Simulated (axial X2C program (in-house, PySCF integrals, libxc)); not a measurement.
# Potential curves of GaH⁻, two-component

Calculated with an in-house relativistic program for diatomic molecules. Two-component (2c) means X2C with spin–orbit coupling and atomic mean-field two-electron Coulomb and Gaunt terms. Basis: Ga dyall-acv3z [10s10p8d5f1g], H dyall-av3z [7s3p2d] (cores contracted in-house); Gaussian nuclei, density fitting, unrestricted open shells. Masses: Ga 68.926 u, H 1.008 u.

State: Ω = 1/2 (⟨Sz⟩ = -0.50, ⟨Lz⟩ = 1.00 at HF). Energies in eV from the fragments at the same level (Ga + H-). Fits are polynomials in 1 − R0/R over 0.85 to 1.23 times the lowest point R0.

| R (Å) | CCSD | MP2 |
| --- | --- | --- |
| 1.4860 |  | -2.1132 |
| 1.5543 | -2.2080 | -2.2392 |
| 1.6055 | -2.2667 | -2.2909 |
| 1.6568 | -2.2965 | -2.3141 |
| 1.7080 | -2.3034 | -2.3147 |
| 1.7678 | -2.2889 | -2.2931 |
| 1.8276 | -2.2558 | -2.2532 |
| 1.9044 | -2.1936 | -2.1825 |
| 1.9984 |  | -2.0765 |
| 2.1350 |  | -1.9023 |

Correlated methods: 15 electrons correlated (number of frozen shells: Ga 3 s, 2 p; H none), 241 virtual spin orbitals or spinors in MP2.

The state is a single determinant with fixed occupations, the lowest that a limited PBE0 search found. De is counted from the lowest determinant-based energies of the atoms at the same level, without counterpoise correction. CCSD ran in a truncated set of natural virtual spinors with an MP2 remainder; without triples it tends to underbind. The highest occupied level is positive at some bond lengths even in Hartree–Fock (under at least one Hamiltonian), so the basis set holds the extra electron there; where that holds at Re the anion is at best weakly bound and its constants depend on the basis. Coupled cluster ran on the points near the minimum only. MP2 and coupled cluster on one determinant become unreliable at the stretched end.

(1) What are Re, ωe and De at the CCSD level?

(2) What are Re, ωe and De at the MP2 level?

Answers

(1) At CCSD, 2c: Re = 1.700 Å, ωe ≈ 1390 cm⁻¹, De = 2.30 eV to Ga + H-; Be follows as 5.87 cm⁻¹.

(2) At MP2, 2c: Re = 1.683 Å, ωe ≈ 1440 cm⁻¹, De = 2.32 eV to Ga + H-; Be follows as 5.99 cm⁻¹.
